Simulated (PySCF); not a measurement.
Simulation results for BH$_{9}$Si$_{3}$, CH$_{4}$BClSi

All values are calculated (PySCF 2.14.0). Calculation on a computer-drawn molecule: the log of a Hartree-Fock and frozen-core CCSD(T) single point meant for a local Hartree-Fock minimum, with one planted fault or none, to be diagnosed. Offsets are logged minus clean, where the clean run is the same molecule without the fault. The reference is restricted for singlets and unrestricted otherwise, and also for a bond in bohr or an excited solution. Adding or removing an electron swaps singlet and doublet. The excited solution moves the top pair (singlet) or top alpha electron (doublet) to the lowest empty orbital. Highest occupied and lowest empty are orbital energies over both spins, largest force is the largest gradient component, triples share is (T) over the correlation energy, the T1 limit is 0.02 restricted and 0.045 unrestricted, electrons count all cores, a negative frequency is imaginary (commonest isotopes), and the dipole is about the centre of nuclear charge.

Common to all runs: meant charge 0; meant multiplicity 1; meant basis cc-pV(D+d)Z; logged SCF converged yes; logged CC converged yes; logged SCF stable within its kind yes; possible faults no fault, one electron removed, one electron added, multiplicity raised by two, geometry at a saddle point, SCF held on an excited solution, minimal basis STO-3G, one bond length entered in bohr, all coordinates scaled.

(1) BH$_{9}$Si$_{3}$

Logged structure:
```xyz
13
BH9Si3
Si    -2.2508     0.2357     1.8738
B     -0.2839    -0.2770     1.6858
Si     0.5979    -0.9206    -0.0307
Si     1.5706     0.9596    -1.1133
H     -2.4317     1.4327     2.7329
H     -2.9114     0.4951     0.5706
H     -2.9388    -0.9142     2.5205
H      0.4090    -0.1772     2.6629
H     -0.3749    -1.5358    -0.9712
H      1.6754    -1.9110     0.2289
H      2.6082     1.5725    -0.2483
H      2.1970     0.5460    -2.3916
H      0.5358     1.9836    -1.3995
```

- logged electrons: 57
- logged basis functions: 128
- logged spin squared: 0.7617
- logged highest occupied: -1.5955 eV
- logged lowest empty: 7.2003 eV
- logged largest force: 0.038481 hartree/bohr
- logged T1 diagnostic: 0.013469
- logged D1 diagnostic: 0.034881
- logged triples share: 0.028088
- logged dipole magnitude: 3.3871 debye
- logged energy HF: -896.70129 hartree
- logged energy CCSD(T): -897.2106 hartree
- planted fault: one electron added
- HF energy offset from clean run: -8.357 kcal/mol
- CCSD(T) energy offset from clean run: -20.99 kcal/mol

Drawn bonds:
```tsv
atom	other atom	order
1	2	1
2	3	1
3	4	1
1	5	1
1	6	1
1	7	1
2	8	1
3	9	1
3	10	1
4	11	1
4	12	1
4	13	1
```

(2) BH$_{9}$Si$_{3}$

Structure as in entry 1.

* logged electrons: 56
* logged basis functions: 41
* logged spin squared: 0
* logged highest occupied: -7.9251 eV
* logged lowest empty: 6.0064 eV
* logged largest force: 0.027804 hartree/bohr
* logged T1 diagnostic: 0.0066475
* logged D1 diagnostic: 0.028
* logged triples share: 0.0096115
* logged dipole magnitude: 0.2467 debye
* logged energy HF: -886.39937 hartree
* logged energy CCSD(T): -886.62376 hartree
* planted fault: minimal basis STO-3G
* HF energy offset from clean run: 6456 kcal/mol
* CCSD(T) energy offset from clean run: 6622 kcal/mol

Drawn bonds:
```tsv
atom	other atom	order
1	2	1
2	3	1
3	4	1
1	5	1
1	6	1
1	7	1
2	8	1
3	9	1
3	10	1
4	11	1
4	12	1
4	13	1
```

(3) CH$_{4}$BClSi

Logged structure:
```xyz
8
CH4BClSi
Si     0.4766     0.9051     1.6081
C     -0.4485     2.4252     1.0882
B     -0.4809     2.8287    -0.2295
Cl    -0.4933     3.2869    -1.8626
H     -0.4216    -0.0943     2.2362
H      1.1069     0.2860     0.4157
H      1.5417     1.2218     2.5906
H     -0.9733     3.0048     1.8431
```

* logged electrons: 45
* logged basis functions: 94
* logged spin squared: 0.757
* logged highest occupied: -17.087 eV
* logged lowest empty: -6.4691 eV
* logged largest force: 0.1127 hartree/bohr
* logged T1 diagnostic: 0.021548
* logged D1 diagnostic: 0.1057
* logged triples share: 0.031507
* logged dipole magnitude: 2.1994 debye
* logged energy HF: -813.03591 hartree
* logged energy CCSD(T): -813.51361 hartree
* planted fault: one electron removed
* HF energy offset from clean run: 177.6 kcal/mol
* CCSD(T) energy offset from clean run: 200.5 kcal/mol

Drawn bonds:
```tsv
atom	other atom	order
1	2	1
2	3	2
3	4	1
1	5	1
1	6	1
1	7	1
2	8	1
```
